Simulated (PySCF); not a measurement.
Al(H)(OMe)(NH2) (CH6AlNO), SMILES C[O][AlH][NH2].

Coordinates come from a r2SCAN-D4/def2-SVP optimisation. The values are those of a single conformer.

The numbers are results of TDDFT-ωB97X/def2-SVPD run with PySCF, not measurements.

Vertical excitations. The molecule is in vacuum. State labels are in the subgroup Cs.

Computed lowest excited states:
```
state  symmetry  energy (eV)  λ (nm)      f                                                                  main pairs
-----  --------  -----------  ------  -----  --------------------------------------------------------------------------
S1           A"         6.49     191  0.062                                                              HOMO→LUMO 79 %
S2           A'         7.19     172  0.066                                                            HOMO→LUMO+1 86 %
S3           A"         7.37     168  0.010   HOMO−2→LUMO 44 %, HOMO→LUMO+2 22 %, HOMO−1→LUMO+1 12 %, HOMO−2→LUMO+2 7 %
S4           A'         7.49     166  0.034                       HOMO−1→LUMO 60 %, HOMO−1→LUMO+2 19 %, HOMO→LUMO+1 9 %
S5           A"         7.55     164  0.024                                                          HOMO−1→LUMO+1 78 %
S6           A"         7.92     156  0.000   HOMO→LUMO+2 50 %, HOMO−2→LUMO+2 14 %, HOMO−2→LUMO 13 %, HOMO−3→LUMO+1 9 %
S7           A'         8.00     155  0.083                                                          HOMO−2→LUMO+1 90 %
S8           A"         8.13     152  0.112                                                          HOMO−3→LUMO+1 81 %
S9           A"         8.51     146  0.001                         HOMO→LUMO+3 45 %, HOMO→LUMO+5 22 %, HOMO→LUMO+6 8 %
S10          A'         8.74     142  0.034  HOMO−1→LUMO+3 37 %, HOMO−1→LUMO+2 32 %, HOMO−1→LUMO+4 9 %, HOMO−1→LUMO 8 %
T1           A"         6.26     198      0                                            HOMO→LUMO 72 %, HOMO→LUMO+4 11 %
T2           A'         6.37     195      0                                                            HOMO→LUMO+1 90 %
T3           A"         7.21     172      0  HOMO−2→LUMO 31 %, HOMO→LUMO+2 17 %, HOMO−1→LUMO+1 15 %, HOMO−3→LUMO+1 15 %
T4           A'         7.24     171      0                                        HOMO−1→LUMO 61 %, HOMO−1→LUMO+2 24 %
```
Triplets are in the Tamm–Dancoff approximation, which puts them higher than full response would, so one can lie above its singlet here.
